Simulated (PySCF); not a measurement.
**How methods differ on the ionisation energy of Ne²⁺**

Ne²⁺ [He] 2s2 2p4 (3P) → Ne³⁺ [He] 2s2 2p3 (4S), as a difference of total energies. Calculation: PySCF 2.14, in pcseg-2; no relativity, point nucleus. Correlated levels: valence: 1s2 frozen. The calculations carry no spin-orbit coupling.

```tsv
method	ionisation energy (eV)
UHF	61.924
M06-2X	63.485
LDA	63.708
MP2 (valence)	62.989
SCS-MP2 (valence)	63.057
CCSD (valence)	63.021
CCSD(T) (valence)	63.035
```

How much does correlation contribute at CCSD(T) (valence)?

63.035 − (61.924) = 1.111 eV, measured against UHF.

Errors of the correlated levels include the incompleteness of this basis and the frozen core.

For comparison: 63.423 eV (measured; NIST Atomic Spectra Database, ionization energies).
